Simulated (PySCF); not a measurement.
triaminosilyl (H₆N₃Si), SMILES [Si](N)(N)N, multiplicity 2. Coordinates come from a PBE-D3(BJ)/def2-SVP optimisation. Other conformers were not sampled.

Computed equilibrium geometry at PBE-D3(BJ)/def2-SVP (PySCF confirms it by a frequency run) as a Z-matrix, and its point group (one conformer of several):
point group C3.
```
Si
N 1 1.7634
H 2 1.0242 1 118.02
H 2 1.0263 3 109.69 1 -133.42
N 1 1.7634 2 106.31 3 -146.53
H 5 1.0242 1 118.02 2 100.48
H 5 1.0263 6 109.69 1 -133.42
N 1 1.7634 2 106.31 3 100.48
H 8 1.0242 1 118.02 2 -146.53
H 8 1.0263 9 109.69 1 -133.42
```
Charge 0, spin multiplicity 2.
